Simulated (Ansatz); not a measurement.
Stepwise reaction of `[OH][In]([OH])[SH]` with ammonia, as a gas-phase model of exchange steps in deposition or etching. ΔE in kJ/mol; ΔG adds harmonic PBE0-D4 terms to CCSD(T)/CBS, at 1 bar.

Program: Ansatz. Geometries: PBE0-D4/def2-TZVP. ΔE: electronic, gas phase. CCSD(T)/CBS is the MP2 limit (def2-TZVPP, def2-QZVPP) plus CCSD(T) − MP2 in def2-TZVPP, frozen cores. This one scheme is used for every species. DFT in def2-TZVPP. B3LYP here is the variant with VWN-RPA as its local correlation; programs differ in this. def2 core potentials past Kr. For In outer-core shells are correlated without core-valence functions, which leaves a few kJ/mol of doubt a bond. Each species was taken in one conformer, which may not be the lowest.

| step | reaction | PBE-D4 | B3LYP-D4 | ωB97M-V | CCSD(T)/CBS | ΔG(400 K) |
| --- | --- | --- | --- | --- | --- | --- |
| 1 | `[OH][In]([OH])[SH]` + NH₃ → `[NH2][In]([OH])[SH]` + H₂O | 21.9 | 22.1 | 20.4 | 17.1 | 14.3 |
| 2 | `[NH2][In]([OH])[SH]` + NH₃ → `[NH2][In]([NH2])[SH]` + H₂O | 25.3 | 25.2 | 22.6 | 19.8 | 16.9 |

Question: By hand: ΔE of the 2 steps together at CCSD(T)/CBS.

Answer: (17.1) + (19.8) = 36.9 kJ/mol, or 18.5 kJ/mol a step.

In ΔE the steps differ by no more than 2.7 kJ/mol. All are uphill at CCSD(T)/CBS. ΔG lies between 14.3 and 16.9 kJ/mol a step. PBE-D4 differs from CCSD(T)/CBS by 4.8 to 5.5 kJ/mol a step. Isolated molecules leave out the surface, adducts and barriers. Largest T1 diagnostic: 0.016.
